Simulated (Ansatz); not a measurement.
Born–Oppenheimer molecular dynamics of a periodic cell of 17 atoms, Li (host Li, host structure bcc, interstitial Li). It goes on from the last frame of an earlier run, with new velocities.

The calculation used DFT PBEsol, scalar-relativistic, plane waves, PAW (Ansatz 0.2.0). Settings: cutoff 420 eV, k mesh 2x2x2, fermi-dirac smearing 0.1 eV, no spin polarisation.

```
ensemble        : NVT, Langevin thermostat
time step       : 1 fs
steps asked     : 300
set temperature : 1260 K
friction        : 0.02 /fs
seed            : 666184
```

Frames 2 fs apart, positions in Å.

Velocities at 220.0 fs (Å/ps):

```
Li -12.64 -14.93 -7.08
Li -7.54 -13.85 -15.18
Li 10.72 0.82 1.65
Li 13.13 19.94 -0.62
Li -3.51 -14.44 2.77
Li -2.00 -0.28 12.62
Li -6.68 20.32 -4.63
Li -1.00 -1.16 -25.73
Li 14.90 21.33 11.39
Li -6.63 19.65 3.96
Li 6.19 16.24 -16.83
Li -10.30 2.54 -9.07
Li 3.78 0.82 -13.86
Li 0.53 10.76 7.06
Li 9.33 -27.09 -9.24
Li 15.78 -15.76 19.56
Li 16.42 5.58 0.96
```

```xyz
17
Lattice="6.9800 0.0000 0.0000 0.0000 6.9800 0.0000 0.0000 0.0000 6.9800" Properties=species:S:1:pos:R:3 time_fs=220.0 energy_less_start_eV=1.013 T=1249
Li 0.856 -0.231 -0.385
Li 3.908 -0.468 -1.100
Li 0.099 2.638 -1.226
Li 1.750 0.733 3.696
Li 1.410 2.087 1.534
Li 3.022 2.495 -0.313
Li 4.321 -0.137 3.063
Li 7.130 -0.813 2.454
Li 0.818 3.778 3.330
Li 2.415 6.103 1.421
Li 3.922 1.853 4.619
Li 3.563 4.475 3.010
Li 5.096 4.527 0.655
Li 6.291 0.873 4.369
Li 2.827 4.538 5.674
Li 5.554 4.638 5.001
Li 5.399 1.061 1.200
17
Lattice="6.9800 0.0000 0.0000 0.0000 6.9800 0.0000 0.0000 0.0000 6.9800" Properties=species:S:1:pos:R:3 time_fs=222.0 energy_less_start_eV=1.037 T=1264
Li 0.831 -0.266 -0.396
Li 3.897 -0.490 -1.127
Li 0.123 2.637 -1.218
Li 1.777 0.775 3.691
Li 1.400 2.060 1.537
Li 3.017 2.493 -0.287
Li 4.306 -0.098 3.056
Li 7.133 -0.815 2.401
Li 0.844 3.819 3.343
Li 2.403 6.144 1.430
Li 3.929 1.874 4.590
Li 3.542 4.479 2.991
Li 5.103 4.533 0.627
Li 6.305 0.903 4.389
Li 2.845 4.481 5.654
Li 5.586 4.611 5.034
Li 5.433 1.070 1.197
17
Lattice="6.9800 0.0000 0.0000 0.0000 6.9800 0.0000 0.0000 0.0000 6.9800" Properties=species:S:1:pos:R:3 time_fs=224.0 energy_less_start_eV=1.087 T=1461
Li 0.801 -0.303 -0.404
Li 3.888 -0.507 -1.144
Li 0.153 2.643 -1.211
Li 1.808 0.826 3.693
Li 1.391 2.025 1.525
Li 3.011 2.486 -0.255
Li 4.287 -0.061 3.052
Li 7.133 -0.816 2.345
Li 0.874 3.860 3.349
Li 2.394 6.187 1.443
Li 3.941 1.891 4.571
Li 3.514 4.485 2.964
Li 5.107 4.546 0.595
Li 6.320 0.935 4.415
Li 2.858 4.427 5.631
Li 5.619 4.586 5.064
Li 5.467 1.083 1.197
17
Lattice="6.9800 0.0000 0.0000 0.0000 6.9800 0.0000 0.0000 0.0000 6.9800" Properties=species:S:1:pos:R:3 time_fs=226.0 energy_less_start_eV=1.119 T=1490
Li 0.768 -0.348 -0.409
Li 3.882 -0.525 -1.163
Li 0.191 2.653 -1.200
Li 1.841 0.877 3.704
Li 1.387 1.981 1.514
Li 3.009 2.469 -0.215
Li 4.267 -0.034 3.050
Li 7.130 -0.818 2.284
Li 0.904 3.898 3.360
Li 2.392 6.226 1.455
Li 3.959 1.907 4.548
Li 3.495 4.482 2.943
Li 5.111 4.562 0.570
Li 6.328 0.958 4.433
Li 2.865 4.374 5.595
Li 5.661 4.558 5.091
Li 5.498 1.097 1.193
17
Lattice="6.9800 0.0000 0.0000 0.0000 6.9800 0.0000 0.0000 0.0000 6.9800" Properties=species:S:1:pos:R:3 time_fs=228.0 energy_less_start_eV=1.150 T=1213
Li 0.743 -0.390 -0.408
Li 3.873 -0.547 -1.176
Li 0.237 2.660 -1.187
Li 1.872 0.931 3.724
Li 1.379 1.936 1.515
Li 3.016 2.448 -0.179
Li 4.257 -0.004 3.048
Li 7.121 -0.827 2.230
Li 0.927 3.931 3.372
Li 2.390 6.260 1.459
Li 3.990 1.922 4.525
Li 3.483 4.475 2.938
Li 5.113 4.579 0.546
Li 6.335 0.976 4.453
Li 2.863 4.325 5.559
Li 5.709 4.542 5.117
Li 5.534 1.107 1.184
17
Lattice="6.9800 0.0000 0.0000 0.0000 6.9800 0.0000 0.0000 0.0000 6.9800" Properties=species:S:1:pos:R:3 time_fs=230.0 energy_less_start_eV=1.182 T=1292
Li 0.719 -0.428 -0.408
Li 3.864 -0.565 -1.181
Li 0.272 2.661 -1.169
Li 1.897 0.984 3.749
Li 1.364 1.895 1.522
Li 3.033 2.419 -0.144
Li 4.254 0.032 3.053
Li 7.108 -0.840 2.181
Li 0.946 3.970 3.384
Li 2.388 6.290 1.461
Li 4.035 1.938 4.510
Li 3.475 4.471 2.937
Li 5.121 4.592 0.525
Li 6.346 0.994 4.472
Li 2.853 4.274 5.532
Li 5.754 4.527 5.138
Li 5.566 1.118 1.181
17
Lattice="6.9800 0.0000 0.0000 0.0000 6.9800 0.0000 0.0000 0.0000 6.9800" Properties=species:S:1:pos:R:3 time_fs=232.0 energy_less_start_eV=1.218 T=1243
Li 0.700 -0.467 -0.411
Li 3.864 -0.576 -1.190
Li 0.299 2.674 -1.149
Li 1.921 1.041 3.771
Li 1.345 1.857 1.529
Li 3.049 2.385 -0.103
Li 4.264 0.069 3.058
Li 7.100 -0.856 2.134
Li 0.963 4.013 3.402
Li 2.387 6.320 1.470
Li 4.088 1.959 4.502
Li 3.474 4.468 2.940
Li 5.139 4.608 0.503
Li 6.355 1.013 4.471
Li 2.842 4.219 5.508
Li 5.799 4.510 5.154
Li 5.591 1.135 1.173
17
Lattice="6.9800 0.0000 0.0000 0.0000 6.9800 0.0000 0.0000 0.0000 6.9800" Properties=species:S:1:pos:R:3 time_fs=234.0 energy_less_start_eV=1.229 T=1271
Li 0.681 -0.501 -0.415
Li 3.866 -0.583 -1.211
Li 0.326 2.703 -1.117
Li 1.950 1.090 3.796
Li 1.331 1.825 1.537
Li 3.074 2.356 -0.061
Li 4.285 0.099 3.067
Li 7.085 -0.871 2.088
Li 0.974 4.050 3.420
Li 2.390 6.349 1.479
Li 4.135 1.986 4.500
Li 3.477 4.471 2.938
Li 5.166 4.618 0.486
Li 6.368 1.037 4.464
Li 2.830 4.172 5.482
Li 5.836 4.490 5.160
Li 5.612 1.150 1.168
17
Lattice="6.9800 0.0000 0.0000 0.0000 6.9800 0.0000 0.0000 0.0000 6.9800" Properties=species:S:1:pos:R:3 time_fs=236.0 energy_less_start_eV=1.232 T=1170
Li 0.664 -0.535 -0.422
Li 3.870 -0.585 -1.231
Li 0.356 2.725 -1.073
Li 1.982 1.129 3.817
Li 1.317 1.793 1.553
Li 3.102 2.336 -0.020
Li 4.314 0.124 3.073
Li 7.068 -0.887 2.043
Li 0.986 4.082 3.434
Li 2.395 6.383 1.481
Li 4.176 2.025 4.503
Li 3.471 4.475 2.933
Li 5.200 4.624 0.470
Li 6.387 1.065 4.462
Li 2.819 4.127 5.454
Li 5.876 4.479 5.168
Li 5.630 1.161 1.155
17
Lattice="6.9800 0.0000 0.0000 0.0000 6.9800 0.0000 0.0000 0.0000 6.9800" Properties=species:S:1:pos:R:3 time_fs=238.0 energy_less_start_eV=1.199 T=1242
Li 0.648 -0.560 -0.432
Li 3.883 -0.580 -1.236
Li 0.386 2.744 -1.021
Li 2.016 1.163 3.842
Li 1.297 1.772 1.568
Li 3.137 2.310 0.020
Li 4.347 0.135 3.079
Li 7.053 -0.899 2.007
Li 0.993 4.109 3.448
Li 2.396 6.413 1.485
Li 4.222 2.074 4.512
Li 3.468 4.485 2.929
Li 5.234 4.619 0.453
Li 6.406 1.083 4.451
Li 2.810 4.084 5.425
Li 5.919 4.470 5.175
Li 5.651 1.175 1.142
17
Lattice="6.9800 0.0000 0.0000 0.0000 6.9800 0.0000 0.0000 0.0000 6.9800" Properties=species:S:1:pos:R:3 time_fs=240.0 energy_less_start_eV=1.174 T=1309
Li 0.630 -0.582 -0.441
Li 3.895 -0.571 -1.232
Li 0.414 2.765 -0.964
Li 2.043 1.199 3.867
Li 1.273 1.753 1.574
Li 3.173 2.272 0.066
Li 4.379 0.143 3.083
Li 7.040 -0.907 1.982
Li 0.993 4.140 3.463
Li 2.393 6.448 1.492
Li 4.274 2.122 4.524
Li 3.471 4.501 2.928
Li 5.264 4.614 0.435
Li 6.421 1.091 4.436
Li 2.807 4.049 5.397
Li 5.964 4.461 5.188
Li 5.669 1.185 1.126
17
Lattice="6.9800 0.0000 0.0000 0.0000 6.9800 0.0000 0.0000 0.0000 6.9800" Properties=species:S:1:pos:R:3 time_fs=242.0 energy_less_start_eV=1.146 T=1266
Li 0.613 -0.602 -0.460
Li 3.907 -0.557 -1.221
Li 0.449 2.788 -0.904
Li 2.068 1.228 3.885
Li 1.247 1.734 1.580
Li 3.206 2.236 0.112
Li 4.405 0.143 3.087
Li 7.035 -0.908 1.968
Li 0.991 4.173 3.479
Li 2.389 6.480 1.504
Li 4.328 2.175 4.543
Li 3.478 4.514 2.926
Li 5.288 4.616 0.420
Li 6.439 1.090 4.419
Li 2.804 4.015 5.369
Li 6.011 4.458 5.201
Li 5.677 1.192 1.103
```

Of the whole run (300 fs, mean temperature of the second half 1160 K): A run of 0.3 ps of so small a system gives no equilibrium averages. Limits of this set-up: coarse k mesh.

Time of the run: 9.6 min on 1 thread of Intel(R) Xeon(R) 6975P-C (Granite Rapids), on a shared host, peak memory 0.57 GiB.
